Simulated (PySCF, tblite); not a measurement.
C7H9O (charge -1).
SMILES with atom numbers: `[CH3:1][CH2:2][O:3][c:4]1[cH:5][cH:6][cH-:7][cH:8]1` (hydrogens: H9, H10, H11 on C1; H12, H13 on C2; H14 on C5; H15 on C6; H16 on C7; H17 on C8)
Bond orders are those of one Lewis drawing.

Computed with GFN2-xTB (tblite), gas phase: Langevin dynamics at 600 K from the optimised GFN2-xTB geometry, time step 0.5 fs, friction 0.01 fs⁻¹, 2000 steps. Over the second half of the run the saved frames average 696 K.

Frame at 250 fs, instantaneous temperature 743 K:
```
atom  x, y, z in Å
C1     -1.990   -0.594    1.493
C2     -2.381   -0.694   -0.002
O3     -1.242   -0.412   -0.972
C4      0.041   -0.145   -0.327
C5      0.305    1.171    0.160
C6      1.528    1.148    0.768
C7      2.035   -0.209    0.662
C8      1.086   -0.958    0.000
H9     -1.081   -1.117    1.629
H10    -2.887   -0.832    2.166
H11    -1.840    0.482    1.865
H12    -2.700   -1.737   -0.217
H13    -2.976    0.117   -0.246
H14    -0.373    1.915   -0.239
H15     2.060    2.083    1.018
H16     2.933   -0.661    1.100
H17     1.250   -1.973   -0.237
```

Frame at 425 fs, instantaneous temperature 546 K:
```
atom  x, y, z in Å
C1     -2.605   -0.471    1.835
C2     -2.346   -0.779    0.434
O3     -1.535    0.105   -0.194
C4     -0.200    0.208    0.088
C5      0.336    1.301    0.740
C6      1.722    1.221    0.663
C7      2.082   -0.060    0.293
C8      0.850   -0.717   -0.081
H9     -1.838    0.105    2.231
H10    -2.752   -1.248    2.494
H11    -3.478    0.103    1.805
H12    -1.853   -1.745    0.364
H13    -3.186   -0.858   -0.157
H14    -0.260    2.103    1.085
H15     2.321    2.022    1.203
H16     3.065   -0.441    0.358
H17     0.852   -1.683   -0.648
```

Frame at 625 fs, instantaneous temperature 642 K:
```
atom  x, y, z in Å
C1     -3.208   -0.370    2.501
C2     -2.014   -0.840    1.647
O3     -1.712    0.272    0.834
C4     -0.335    0.449    0.191
C5      0.290    1.672   -0.067
C6      1.659    1.284   -0.278
C7      1.740   -0.153   -0.362
C8      0.497   -0.610   -0.074
H9     -3.155    0.745    2.593
H10    -3.237   -0.890    3.493
H11    -4.128   -0.502    1.946
H12    -1.111   -1.026    2.292
H13    -2.208   -1.802    1.147
H14     0.123    2.652    0.357
H15     2.613    1.929   -0.445
H16     2.618   -0.723   -0.675
H17     0.096   -1.565    0.128
```

Frame at 800 fs, instantaneous temperature 592 K:
```
atom  x, y, z in Å
C1     -3.867   -0.458    2.105
C2     -2.553   -1.041    1.624
O3     -1.922    0.237    1.341
C4     -0.482    0.445    0.960
C5      0.016    1.553    0.203
C6      1.295    1.234   -0.234
C7      1.620    0.006    0.374
C8      0.576   -0.486    1.142
H9     -3.752    0.459    2.735
H10    -4.494   -1.071    2.849
H11    -4.433   -0.050    1.254
H12    -2.140   -1.513    2.569
H13    -2.625   -1.739    0.759
H14    -0.369    2.520   -0.053
H15     1.958    1.974   -0.807
H16     2.482   -0.601    0.114
H17     0.538   -1.586    1.420
```

Frame at 1000 fs, instantaneous temperature 853 K:
```
atom  x, y, z in Å
C1     -4.160    0.935    2.481
C2     -3.242    0.022    1.659
O3     -2.114    0.937    1.551
C4     -0.858    0.507    1.161
C5     -0.275    1.252    0.061
C6      1.035    0.947   -0.092
C7      1.377    0.003    0.852
C8      0.257   -0.134    1.694
H9     -5.220    0.548    2.565
H10    -4.252    1.973    2.021
H11    -3.839    1.068    3.585
H12    -2.768   -0.934    1.924
H13    -3.790   -0.141    0.695
H14    -1.026    1.891   -0.345
H15     1.757    1.360   -0.790
H16     2.383   -0.455    1.016
H17     0.238   -0.891    2.450
```

Question: What do single points at PBE0/pcSseg-1 (PySCF, gas phase) give on these frames?

Answer: 
| t (fs) | GFN2-xTB E above start (eV) | DFT E above lowest frame (eV) | HOMO (eV) | LUMO (eV) |
| --- | --- | --- | --- | --- |
| 250 | 1.20 | 0.14 | 0.26 | 5.17 |
| 425 | 1.10 | 0.00 | 0.10 | 5.24 |
| 625 | 1.15 | 0.02 | 0.21 | 4.91 |
| 800 | 1.44 | 0.27 | 0.37 | 4.83 |
| 1000 | 1.42 | 0.28 | 0.33 | 4.74 |

The two levels order the frames alike by energy but for pairs within 0.08 eV at one level; measured from each level's lowest frame they differ by 0.07 eV at most. The HOMO–LUMO gap runs from 4.41 to 5.14 eV. These are instantaneous structures, not minima. An orbital of positive energy is held in place by the finite basis.

Question: And the isotropic GIAO shieldings (ppm) from the same runs?

Answer: 
```json
{"atom": "C1", "250 fs": "167.0", "425 fs": "187.1", "625 fs": "161.2", "800 fs": "160.6", "1000 fs": "157.3", "mean": "166.6", "range": "29.8"}
{"atom": "C2", "250 fs": "110.7", "425 fs": "129.2", "625 fs": "119.1", "800 fs": "118.8", "1000 fs": "106.4", "mean": "116.8", "range": "22.8"}
{"atom": "O3", "250 fs": "236.8", "425 fs": "286.6", "625 fs": "215.6", "800 fs": "191.1", "1000 fs": "229.7", "mean": "232.0", "range": "95.5"}
{"atom": "C4", "250 fs": "38.7", "425 fs": "42.2", "625 fs": "19.9", "800 fs": "25.7", "1000 fs": "29.1", "mean": "31.1", "range": "22.3"}
{"atom": "C5", "250 fs": "76.0", "425 fs": "85.9", "625 fs": "99.1", "800 fs": "94.9", "1000 fs": "79.0", "mean": "87.0", "range": "23.1"}
{"atom": "C6", "250 fs": "90.2", "425 fs": "86.6", "625 fs": "71.0", "800 fs": "82.1", "1000 fs": "95.2", "mean": "85.0", "range": "24.2"}
{"atom": "C7", "250 fs": "91.7", "425 fs": "85.5", "625 fs": "88.1", "800 fs": "87.6", "1000 fs": "91.3", "mean": "88.8", "range": "6.2"}
{"atom": "C8", "250 fs": "90.7", "425 fs": "99.9", "625 fs": "101.3", "800 fs": "94.1", "1000 fs": "100.5", "mean": "97.3", "range": "10.6"}
{"atom": "H9", "250 fs": "30.5", "425 fs": "31.2", "625 fs": "29.5", "800 fs": "29.3", "1000 fs": "30.0", "mean": "30.1", "range": "1.9"}
{"atom": "H10", "250 fs": "30.4", "425 fs": "33.4", "625 fs": "29.9", "800 fs": "29.4", "1000 fs": "28.6", "mean": "30.3", "range": "4.8"}
{"atom": "H11", "250 fs": "29.0", "425 fs": "32.3", "625 fs": "30.2", "800 fs": "29.7", "1000 fs": "28.6", "mean": "30.0", "range": "3.7"}
{"atom": "H12", "250 fs": "27.1", "425 fs": "28.1", "625 fs": "27.5", "800 fs": "26.8", "1000 fs": "27.2", "mean": "27.3", "range": "1.3"}
{"atom": "H13", "250 fs": "27.7", "425 fs": "29.4", "625 fs": "27.6", "800 fs": "27.7", "1000 fs": "27.6", "mean": "28.0", "range": "1.8"}
{"atom": "H14", "250 fs": "25.9", "425 fs": "26.9", "625 fs": "26.5", "800 fs": "26.5", "1000 fs": "25.9", "mean": "26.3", "range": "1.0"}
{"atom": "H15", "250 fs": "26.1", "425 fs": "26.0", "625 fs": "25.1", "800 fs": "25.5", "1000 fs": "26.6", "mean": "25.9", "range": "1.5"}
{"atom": "H16", "250 fs": "26.4", "425 fs": "26.4", "625 fs": "26.2", "800 fs": "26.7", "1000 fs": "26.2", "mean": "26.4", "range": "0.5"}
```

The cost below is that of the whole dynamics run. Time: 9.2 s; peak memory 0.18 GiB. Hardware: an Arm Neoverse V2 with one thread, on a shared host.
